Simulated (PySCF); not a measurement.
Species: CH9ClSi3.
SMILES: `[SiH3]C([SiH3])([SiH3])Cl`

Method used: TDDFT B3LYP/def2-SVPD, vertical, gas phase, core orbitals frozen in the response (PySCF). Geometry: GFN2-xTB; no solvent, vibrations or thermal averaging.

```json
{"state": "S1", "E (eV)": "5.98", "ν̃ (cm⁻¹)": "48200", "f": "0.0086", "symmetry": "E", "main configurations (H = HOMO, L = LUMO)": "H-1/H→L (≥92%)"}
{"state": "S2", "E (eV)": "5.98", "ν̃ (cm⁻¹)": "48200", "f": "0.0086", "symmetry": "E", "main configurations (H = HOMO, L = LUMO)": "H-1/H→L (≥92%)"}
{"state": "S3", "E (eV)": "6.75", "ν̃ (cm⁻¹)": "54450", "f": "0.0039", "symmetry": "E", "main configurations (H = HOMO, L = LUMO)": "H-1/H→L+1 (≥95%)"}
{"state": "S4", "E (eV)": "6.75", "ν̃ (cm⁻¹)": "54450", "f": "0.0040", "symmetry": "E", "main configurations (H = HOMO, L = LUMO)": "H-1/H→L+1 (≥95%)"}
{"state": "S5", "E (eV)": "7.24", "ν̃ (cm⁻¹)": "58390", "f": "0.0000", "symmetry": "–", "main configurations (H = HOMO, L = LUMO)": "H-1/H→L+3 (≥47%), H-1/H→L+4 (≥45%)"}
{"state": "S6", "E (eV)": "7.31", "ν̃ (cm⁻¹)": "58970", "f": "0.0026", "symmetry": "A1", "main configurations (H = HOMO, L = LUMO)": "H-1/H→L+3 (≥49%), H-1/H→L+4 (≥44%)"}
{"state": "S7", "E (eV)": "7.34", "ν̃ (cm⁻¹)": "59170", "f": "0.013", "symmetry": "E", "main configurations (H = HOMO, L = LUMO)": "H-1/H→L+4 (≥44%), H-1/H→L+3 (≥40%)"}
{"state": "S8", "E (eV)": "7.34", "ν̃ (cm⁻¹)": "59170", "f": "0.015", "symmetry": "E", "main configurations (H = HOMO, L = LUMO)": "H-1/H→L+4 (≥44%), H-1/H→L+3 (≥41%)"}
```

Triplets, Tamm–Dancoff:

| state | E (eV) | λ (nm) | main configurations (H = HOMO, L = LUMO) |
| --- | --- | --- | --- |
| T1 | 5.37 | 230.7 | H-1/H→L (≥87%) |
| T2 | 5.37 | 230.7 | H-1/H→L (≥87%) |

The lowest singlet level (S1/S2) lies at 5.98 eV (207 nm, ultraviolet) and is weak. The most intense listed level is S7/S8 at 7.34 eV (169 nm, f = 0.028 summed), 1.36 eV above S1. It is the last of those listed, so stronger ones may follow. S1/S2, S3/S4 and S7/S8 lie within about 0.01 eV of each other in each set; the point group C3v has degenerate representations, and within a degenerate level the listed configurations can mix freely. Löwdin shares by element: HOMO (one of a set within 0.03 eV) chlorine 49%, carbon 23%, silicon 17% or more; LUMO chlorine 34%, carbon 20%, silicon 17% or more (atoms not listed hold the other 29%). Orbital energies (eV): HOMO-3 -9.42, HOMO-2 -9.42, HOMO-1 -7.90, HOMO -7.90, LUMO -0.77, LUMO+1 -0.16, LUMO+2 0.22. Weighted by f, the mean energy of these states is 6.83 eV. The listed states span 1.36 eV, and the widest gap between neighbours is 0.77 eV (S2 to S3). No computed singlet lies in the visible range (380 to 750 nm); the lowest, at 207 nm, stands 2.71 eV above its violet end (3.26 eV). Symmetry labels in C3v follow from the direction of the transition dipole and are given only for states with f of 0.002 or more. Orbitals of the list HOMO-3 to LUMO+2 that lie within 0.01 eV of each other are written together with a slash and their weights summed (≥ marks a lower bound); for degenerate orbitals outside that list single weights are arbitrary. Singlets were solved by full linear response, triplets in the Tamm–Dancoff approximation.

Hardware: one thread of an Arm Neoverse N1, shared host. Cost: 55 s wall (grids of density and orbitals included), 0.72 GiB resident at most.
